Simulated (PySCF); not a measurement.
Molfile (atoms numbered from 1):
```
C4H8F3Si
     RDKit          3D

 16 15  0  0  0  0  0  0  0  0999 V2000
   -1.2328    1.5180   -1.0279 C   0  0  0  0  0  0  0  0  0  0  0  0
   -0.6985    0.1644    0.1564 Si  0  0  0  0  0  3  0  0  0  0  0  0
   -1.5072   -1.4408    0.6933 C   0  0  0  0  0  0  0  0  0  0  0  0
    1.0842    0.3912    0.7925 C   0  0  0  0  0  0  0  0  0  0  0  0
    1.9795   -0.3356   -0.1957 C   0  0  0  0  0  0  0  0  0  0  0  0
    1.6419   -1.6351   -0.2711 F   0  0  0  0  0  0  0  0  0  0  0  0
    1.8080    0.1568   -1.4364 F   0  0  0  0  0  0  0  0  0  0  0  0
    3.2608   -0.2591    0.1035 F   0  0  0  0  0  0  0  0  0  0  0  0
   -1.1970    2.5017   -0.5513 H   0  0  0  0  0  0  0  0  0  0  0  0
   -2.2467    1.3743   -1.4023 H   0  0  0  0  0  0  0  0  0  0  0  0
   -0.5649    1.5595   -1.8942 H   0  0  0  0  0  0  0  0  0  0  0  0
   -2.5891   -1.4328    0.5574 H   0  0  0  0  0  0  0  0  0  0  0  0
   -1.1123   -2.2810    0.1150 H   0  0  0  0  0  0  0  0  0  0  0  0
   -1.3053   -1.6633    1.7457 H   0  0  0  0  0  0  0  0  0  0  0  0
    1.4092    1.4340    0.8250 H   0  0  0  0  0  0  0  0  0  0  0  0
    1.2627   -0.0432    1.7789 H   0  0  0  0  0  0  0  0  0  0  0  0
  1  2  1  0
  2  3  1  0
  2  4  1  0
  4  5  1  0
  5  6  1  0
  5  7  1  0
  5  8  1  0
  1  9  1  0
  1 10  1  0
  1 11  1  0
  3 12  1  0
  3 13  1  0
  3 14  1  0
  4 15  1  0
  4 16  1  0
M  CHG  1   2   1
M  END
```

Geometry: GFN2-xTB; GIAO absolute shieldings from PySCF, gas phase, non-relativistic, averaged over equivalent atoms.

At PBE0/pcseg-1 (156 basis functions, 18 s wall time on 1 thread of an Arm Neoverse V1, shared host):
```tsv
atoms	σ (ppm)
C5	62.5
C4	154.1
C1/C3	176.2
Si2	-53.6
F6/F7/F8	235.5
H15/H16	28.34
H9/H10/H11/H12/H13/H14	28.99
```

Problem. Estimate the result of repeating the calculation with HF/aug-cc-pVDZ.

Solution. 
```json
{"atoms": "C5", "σ at HF/aug-cc-pVDZ": "90.1", "change": "+27.6"}
{"atoms": "C4", "σ at HF/aug-cc-pVDZ": "169.4", "change": "+15.3"}
{"atoms": "C1/C3", "σ at HF/aug-cc-pVDZ": "189.8", "change": "+13.6"}
{"atoms": "Si2", "σ at HF/aug-cc-pVDZ": "138.6", "change": "+192.2"}
{"atoms": "F6/F7/F8", "σ at HF/aug-cc-pVDZ": "285.7", "change": "+50.2"}
{"atoms": "H15/H16", "σ at HF/aug-cc-pVDZ": "29.07", "change": "+0.73"}
{"atoms": "H9/H10/H11/H12/H13/H14", "σ at HF/aug-cc-pVDZ": "29.81", "change": "+0.82"}
```

The largest change is at Si2 (silicon bonded to 3 C). Cost: 260 basis functions, 21 s wall time on 1 thread of an Arm Neoverse V1, shared host. The order of the carbon signals is the same at both levels.
